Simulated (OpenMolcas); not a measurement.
How basis sets differ on SiOF3 (SMILES [O][Si](F)(F)F)

SiOF3: 5 atoms, total charge 0, spin state doublet. SMILES: `[O][Si](F)(F)F`. The coordinates come from a GFN2-xTB relaxation.

```xyz
5

O     1.0402    1.2588    0.0132
Si    0.0421    0.0504    0.0010
F    -1.3170    0.3633   -0.7574
F     0.6270   -1.2441   -0.7073
F    -0.3923   -0.4285    1.4505
```

Quantity: the dipole moment, in D. The values are calculated.

```tsv
level	kind	program	value (D)	CPU time
UHF/STO-3G	Hartree–Fock	OpenMolcas	0.65	4 s
UHF/3-21G	Hartree–Fock	OpenMolcas	1.16	7.1 s
UHF/6-31G	Hartree–Fock	OpenMolcas	1.34	3.4 s
UHF/def2-SVP	Hartree–Fock	OpenMolcas	1.19	17 s
UHF/ANO-S-VTZP	Hartree–Fock	OpenMolcas	1.49	37 s
```

The values span 0.65 to 1.49 D. Magnitudes only: a small dipole may point the other way at some levels. Sets without polarisation functions give poor dipoles. Times are those of the runs behind each value, whatever else they computed, on shared processors of several kinds: orders of magnitude only.
